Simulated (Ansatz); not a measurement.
Relaxation of GeH5O2 (8 atoms, charge 0, multiplicity 2), to a largest force component of 0.03 eV/Å in at most 50 steps.

Method: UKS PBE0/def2-mTZVP (Ansatz).

```xyz
8
Properties=species:S:1:pos:R:3
Ge -0.060 -0.120 -0.236
H -0.026 -0.029 2.518
O 1.558 -0.034 -0.977
H 2.146 -0.741 -0.689
O -0.779 1.328 -0.985
H -1.707 1.451 -0.758
H -0.813 -1.407 -0.755
H -0.020 -0.008 3.229
```

Problem. Where does it end, and by what steps?

Solution. The forces met the threshold. The force dipped under the threshold on the way, but the program's further checks kept it going. After 8 steps the energy has fallen by 0.072 eV; H8 moved furthest, 0.68 Å.

```csv
step,energy less start (eV),largest force component (eV/Å),accepted
0,0.0000,1.531,yes
1,-0.0515,0.158,yes
2,-0.0655,0.078,yes
3,-0.0692,0.071,yes
4,-0.0571,0.563,no
5,-0.0698,0.008,yes
6,-0.0712,0.010,yes
7,-0.0716,0.005,yes
8,-0.0716,0.002,yes
```

```xyz
8
Properties=species:S:1:pos:R:3
Ge -0.051 -0.107 -0.456
H -0.037 -0.041 3.167
O 1.563 -0.027 -1.204
H 2.150 -0.736 -0.919
O -0.774 1.333 -1.214
H -1.702 1.457 -0.986
H -0.807 -1.400 -0.953
H -0.042 -0.038 3.912
```

Whether the end is a true minimum wasn't checked by a vibrational analysis.

Time of the run: 14 s on 4 threads of Arm Neoverse V2, on a shared host, peak memory 0.28 GiB.
